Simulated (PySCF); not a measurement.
**B: excitation energy**

B [He] 2s2 2p1 (2P) → B [He] 2s2 3d1 (2D), as a difference of total energies. All numbers are calculated (PySCF 2.14, the non-relativistic Hamiltonian (point nucleus), in aug-cc-pVTZ with one added diffuse shell each of s, p, d, f type (6s5p4d3f, 62 functions)). Correlated levels: valence: 1s2 frozen. The calculations carry no spin-orbit coupling.

| method | excitation energy (eV) |
| --- | --- |
| UHF | 6.572 |
| LDA | 6.778 |
| PBE | 6.703 |
| PBE0 | 6.774 |
| r2SCAN | 7.001 |
| wB97M-V | 6.803 |
| M06-2X | 6.602 |
| wB97X | 6.967 |
| B2PLYP | 6.780 |
| MP2 (valence) | 6.746 |
| SCS-MP2 (valence) | 6.724 |

**Question.** How much does correlation contribute at MP2 (valence)?

**Answer.** 6.746 − (6.572) = 0.174 eV, measured against UHF.

Errors of the correlated levels include the incompleteness of this basis and the frozen core.

For comparison: 6.789 eV (measured; NIST levels, between the centres of gravity of the two terms).
